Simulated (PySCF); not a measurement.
## The third ionisation energy along the alkaline earths

All values are computed (PySCF 2.14, energy differences of UHF-based or UKS calculations, no spin-orbit coupling). Values in eV. The last column holds reference values (NIST; (s) semi-empirical, (t) theoretical, else measured). Unmarked ones compare directly (S terms, centres of terms, or small fine structure); those marked * lie between the lowest fine-structure levels and include a spin-orbit shift.

```csv
element,configurations,UHF,MP2 (valence),SCS-MP2 (valence),CCSD (valence),CCSD(T) (valence),reference
"Be (6-31G*, non-relativistic)",1s2 → 1s1,153.94,153.95,153.95,153.95,153.95,153.90 (t)
"Mg (6-31G*, non-relativistic)",[Ne] → [He] 2s2 2p5,80.959,80.997,80.995,80.995,80.996,80.144 *
"Ca (6-31G*, non-relativistic)",[Ar] → [Ne] 3s2 3p5,50.451,51.538,51.467,51.531,51.533,50.913 *
```

"Valence" correlates the outer s and p shells and, in groups 3 to 12 and the f block, the outer d or f shell, open or full, or the next shell where the ion has no valence electron left; the wider scheme adds the next inner shell.
